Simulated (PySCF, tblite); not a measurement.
Isomers of C5H16N2OSi. Level: GFN2-xTB in tblite, geometry and Hessian alike; calculated harmonic values, unscaled, isolated species. Against measured fundamentals such values can be off by several per cent, at times by over 20. Modes of hydrogen on silicon can be 10 to 20 % off. One conformer each.

Electronic energies: PBE0/pcSseg-1 single points on the GFN2-xTB geometries (PySCF, gas phase).

```
                  SMILES  electronic energy, lowest = 0 (kcal/mol)
CC[C@@H](CO)[Si@@H](N)NC                                      48.8
 CC[C@@H](OC)[Si@H](N)NC                                      56.7
      CCCCN[Si@@](C)(N)O                                       0.0
```

Question: How do GFN2-xTB zero-point energies change the relative energies?

Answer: 
| SMILES | ZPE (kcal/mol) | of it from modes above 1550 cm⁻¹ | electronic (kcal/mol) | with ZPE, lowest = 0 (kcal/mol) | lowest mode (cm⁻¹) | rings |
| --- | --- | --- | --- | --- | --- | --- |
| CCCCN[Si@@](C)(N)O | 134.8 | 71.7 | 0.0 | 0.0 | 33 | 0 |
| CC[C@@H](CO)[Si@@H](N)NC | 133.7 | 69.8 | 48.8 | 47.7 | 23 | 0 |
| CC[C@@H](OC)[Si@H](N)NC | 132.9 | 68.9 | 56.7 | 54.8 | 43 | 0 |

The zero-point energies span 1.9 kcal/mol, from `CC[C@@H](OC)[Si@H](N)NC` to `CCCCN[Si@@](C)(N)O`. The order is unchanged.

Question: And how do the electronic energies of GFN2-xTB itself compare?

Answer: `CCCCN[Si@@](C)(N)O` 0.0; `CC[C@@H](CO)[Si@@H](N)NC` 34.5; `CC[C@@H](OC)[Si@H](N)NC` 37.5 kcal/mol, lowest = 0. Against the energies above, taken from the same isomer `CCCCN[Si@@](C)(N)O`, the largest difference is 19.2 kcal/mol.
